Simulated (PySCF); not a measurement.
PySCF input for Mg(F)2 anion (F2Mg), SMILES [F][Mg][F] (connectivity only; charge and spin as stated), charge -1, multiplicity 2, C-PCM-PBE0/def2-SVPD. Coordinates come from a r2SCAN-D4/def2-TZVPD optimisation. The geometry has at least one imaginary mode, so it is a saddle point at that level. The spin state was assumed, not searched. The isomer is the one that the SMILES or the coordinates give; other isomers of the formula were not compared.

```python
import numpy as np
from pyscf import gto, scf, dft
from pyscf.solvent import pcm

mol = gto.M(
    atom='''
    Mg    0.00000000    0.00000000    0.00000000
    F     0.00000000    0.00000000   -1.81622452
    F     0.00000000    0.00000000    1.81622452
    ''',
    basis='def2-SVPD',
    charge=-1,
    spin=1,
    max_memory=1600,
    verbose=3,
)
mf = dft.UKS(mol, xc='pbe0').density_fit(auxbasis='def2-universal-jkfit')
mf.grids.level = 3
mf.conv_tol = 1e-9
mf.max_cycle = 100
mf.kernel()
fine, coarse = mf.grids, dft.Grids(mol).set(level=1).build(with_non0tab=True)
for _ in range(3):  # follow internal instabilities
    mf.grids = coarse
    mo, _, stable, _ = mf.stability(return_status=True, nroots=4)
    mf.grids = fine
    if stable:
        break
    mf.kernel(mf.make_rdm1(mo, mf.mo_occ))
res = {}
for name, eps in {'water': 78.355, 'dichloromethane': 8.93, 'cyclohexanone': 15.619}.items():
    s = mf.PCM()
    s.with_solvent.method, s.with_solvent.eps, s.with_solvent.lebedev_order = 'C-PCM', eps, 29
    s.kernel(mf.make_rdm1())
    res[name] = (s.e_tot, eps, s.dip_moment(), s.mo_energy, s.converged)
    print(f'{name}: electrostatic solvation free energy {(s.e_tot - mf.e_tot) * 627.509474:.3f} kcal/mol')
```

Output:

```

WARN: HOMO -0.127930031309679 >= LUMO -0.127930031309679

converged SCF energy = -399.405747379859  <S^2> = 0.75087027  2S+1 = 2.0008701
<class 'pyscf.df.df_jk.DFUKS'> wavefunction is stable in the internal stability analysis

WARN: PCM is an experimental feature. It is still in testing.
Features and APIs may be changed in the future.

converged SCF energy = -399.496662503496  <S^2> = 0.75075723  2S+1 = 2.0007571

WARN: System has nonzero charge -1; the dipole moment is origin-dependent.
Location of origin: [0. 0. 0.]

Dipole moment(X, Y, Z, Debye):  0.00000, -0.00000,  0.00000
water: electrostatic solvation free energy -57.050 kcal/mol

WARN: PCM is an experimental feature. It is still in testing.
Features and APIs may be changed in the future.

converged SCF energy = -399.487246243  <S^2> = 0.75076947  2S+1 = 2.0007693

WARN: System has nonzero charge -1; the dipole moment is origin-dependent.
Location of origin: [0. 0. 0.]

Dipole moment(X, Y, Z, Debye):  0.00000,  0.00000,  0.00000
dichloromethane: electrostatic solvation free energy -51.141 kcal/mol

WARN: PCM is an experimental feature. It is still in testing.
Features and APIs may be changed in the future.

converged SCF energy = -399.491790008386  <S^2> = 0.75076358  2S+1 = 2.0007634

WARN: System has nonzero charge -1; the dipole moment is origin-dependent.
Location of origin: [0. 0. 0.]

Dipole moment(X, Y, Z, Debye):  0.00000,  0.00000,  0.00000
cyclohexanone: electrostatic solvation free energy -53.993 kcal/mol
```

The run converged.

Cost: roughly 22 core-seconds.
